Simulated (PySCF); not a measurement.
# Tl²⁺ (thallium, charge +2): UHF calculation

Configuration: [Xe] 4f14 5d10 6p1, 2P determinant (an excited configuration). All numbers are calculated (PySCF 2.14, a scalar-relativistic core potential, in aug-cc-pVQZ-PP with one added diffuse shell each of s, p, d, f, g type with ECP60MDF (8s8p6d4f3g, 117 functions)).

* Total energy: -170.336147 hartree
* One-electron energy: -286.5926 hartree
* Hartree (Coulomb) energy: 129.8150 hartree
* Exchange energy: -13.5585 hartree
* ⟨S²⟩: 0.7572
* ⟨L²⟩: 2.022
* Sum of ⟨r⟩: 24.67 bohr
* Sum of ⟨r²⟩: 40.05 bohr²
* Traceless quadrupole moment −½Σ⟨3z² − r²⟩ along its main axis: -3.99 e·bohr²

| shell | electrons | mean orbital energy (eV) | spread (eV) | rms radius, mean of both spins (bohr) |
| --- | --- | --- | --- | --- |
| 5s α | 1 | -173.04 | 0 | 0.953 |
| 5s β | 1 | -172.93 | 0 | 0.953 |
| 5p α | 3 | -114.04 | 0.157 | 1.08 |
| 5p β | 3 | -113.98 | 0.473 | 1.08 |
| 5d α | 5 | -42.270 | 0.282 | 1.45 |
| 5d β | 5 | -42.121 | 0.674 | 1.45 |
| 6p α | 1 | -19.585 | 0 | 3.17 |

Energies and moments cover only the electrons outside the core potential. Spin-orbit coupling, absent here, splits the open shell strongly.
